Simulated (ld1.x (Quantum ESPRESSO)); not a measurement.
# fluorine (F), RRKJ: configuration errors across variants

fluorine, norm-conserving RRKJ (Kleinman–Bylander form), made with ld1.x (Quantum ESPRESSO) 7.5 (LDA (PZ), scalar-relativistic). Core [He], reference 2s2 2p4 (charge +1). Waves: 2s (bound): rc 0.85 bohr; 2p (bound): rc 0.90 bohr. Local part: all-electron potential smoothed inside 0.75 bohr (lloc = -2). Core correction: a·sin(br)/r model core, default radius (core density twice the valence density).

All-electron excitation energies from the reference (eV): (1) 2s2 2p5 -19.555; (2) 2s2 2p3 38.512; (3) 2s2 2p2 99.244; (4) 2s1 2p6 -1.165; (5) 2s2 2p1 185.111; (6) 2s2 2p5.3 -22.281; (7) 2s1 2p5 18.655; (8) 2s2 2p4 spin -1.833; (9) 2s2 2p5 spin -19.934.

Spin tests fill each open shell by Hund’s rule, majority spin first.

The default core radius of the base comes out at 0.29 bohr.

Errors AE − PS in meV (a dash: test not solved or not reliable):

```csv
change,(1),(2),(3),(4),(5),(6),(7),(8),(9),bound ghosts
base,+1.5,+5.9,+64,+17,+278,+1.3,+12,+28,+7.3,none
core correction none,+3.0,+13,+114,+28,+474,+3.3,+19,+173,+36,none
core correction a·sin(br)/r model core inside 0.36 bohr,+1.6,+6.5,+68,+19,+294,+1.5,+13,+42,+10,none
core correction a·sin(br)/r model core inside 0.46 bohr,+2.1,+8.5,+83,+22,+352,+2.0,+15,+86,+19,none
core correction a·sin(br)/r model core inside 0.56 bohr,+2.6,+11,+100,+26,+419,+2.7,+17,+134,+29,none
core correction a·sin(br)/r model core inside 0.70 bohr,+2.9,+12,+110,+28,+461,+3.1,+18,+164,+35,none
core correction a·sin(br)/r model core inside 0.80 bohr,+3.0,+12,+112,+28,+470,+3.2,+18,+170,+36,none
core correction a·sin(br)/r model core inside 1.00 bohr,+3.0,+13,+113,+28,+474,+3.3,+19,+172,+36,none
```

(1) Give the same row for: core correction a·sin(br)/r model core inside 0.92 bohr.

Results:

(1) +3.0, +13, +113, +28, +473, +3.3, +19, +172, +36; bound ghosts: none.
